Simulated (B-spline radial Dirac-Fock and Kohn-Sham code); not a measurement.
**Se 4p3/2: cross section and angular parameters**

System: the Se atom, configuration [Ar] 3d10 4s2 4p4; threshold 8.91 eV (orbital energy of the model). Method: Dirac-Hartree-Slater photoionisation with a Latter tail; cross sections with all multipoles, angular parameters from the dipole term and its interference with E2. Computed with a radial B-spline solver.

For linearly polarised light dσ/dΩ = σ/(4π) [1 + β P₂(cos θ) + (δ + γ cos²θ) sin θ cos φ], with θ from the polarisation vector and φ the angle between the beam and the projection of the electron momentum on the plane normal to the polarisation.

```
hν (eV)   σ (kb)       β       γ       δ
   53.9      150   0.344   0.124  -0.005
   57.9      126   0.102   0.076   0.000
     60      117   0.003   0.053   0.003
   75.2     86.8  -0.146  -0.035   0.020
     80     83.0  -0.068  -0.032   0.022
   82.3     81.5  -0.023  -0.027   0.023
   98.2     74.1   0.307   0.029   0.023
    134        ?       ?       ?       ?
    180     50.2   1.181   0.158   0.006
    189     48.1   1.225   0.155   0.005
    200     45.7   1.273   0.150   0.004
    211     43.5   1.314   0.144   0.003
    226     40.6   1.362   0.133   0.002
    443     17.5   1.625  -0.003  -0.001
    499     14.6   1.644  -0.017   0.000
    737     7.54   1.671  -0.009   0.002
    800     6.48   1.670   0.004   0.002
 1253.6     2.63   1.634   0.141   0.006
   1330     2.31   1.626   0.167   0.007
   1490     1.80   1.607   0.221   0.009
 2984.4    0.329   1.438   0.655   0.029
   3300    0.252   1.406   0.727   0.034
   4000    0.149   1.339   0.868   0.046
   4570    0.103   1.290   0.966   0.057
   5530   0.0591   1.213   1.106   0.074
   6370   0.0389   1.154   1.207   0.090
   8430   0.0166   1.029   1.399   0.127
   9460   0.0115   0.975   1.475   0.146
  13800  0.00341   0.794   1.697   0.222
  15000  0.00259   0.753   1.739   0.242
```

Task: Give the values at 134 eV.

Result: σ = 62.4 kb, β = 0.831, γ = 0.131, δ = 0.015.
